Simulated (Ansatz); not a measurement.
Two isomers of CH4O2SSi: A = `O[Si]1(S)CO1`, B = `O[SiH2]OC=S`.

Computed with Ansatz on PBE0-D4/def2-TZVP structures; ΔE is electronic, products minus reactants. CCSD(T)/CBS adds triple-zeta CCSD(T) − MP2 to the extrapolated MP2 energy (def2 sets, frozen cores). Functionals use def2-TZVPP. B3LYP here is the variant with VWN-RPA as its local correlation; programs differ in this. One conformer a species, not always the lowest.

Question: Which isomer does CCSD(T)/CBS put lower? Give the gap. (Best estimate.)

Answer: Ansatz gave: A, by 4.3 kcal/mol.

Question: Give E(B) − E(A) in kcal/mol with r2SCAN-D4, CCSD/def2-TZVPP, CCSD(T)/def2-TZVPP, PBE0-D4, HF/def2-TZVPP, B3LYP-D4, PBE-D4. (Best estimate.)

Answer: The calculation gave: r2SCAN-D4 5.4, CCSD/def2-TZVPP 3.6, CCSD(T)/def2-TZVPP 3.2, PBE0-D4 6.4, HF/def2-TZVPP -2.5, B3LYP-D4 1.1, PBE-D4 5.2. The order is the other way round with HF/def2-TZVPP.

Largest T1 diagnostic: 0.016.

From PBE to PBE0 (25 % exact exchange), in def2-TZVPP and without D4, E(B) − E(A) moves by +1.3 kcal/mol. In def2-TZVPP, CCSD(T) changes the Hartree–Fock value by +5.7 kcal/mol (the triples alone add −0.4 kcal/mol) and MP2 by +7.0 kcal/mol.
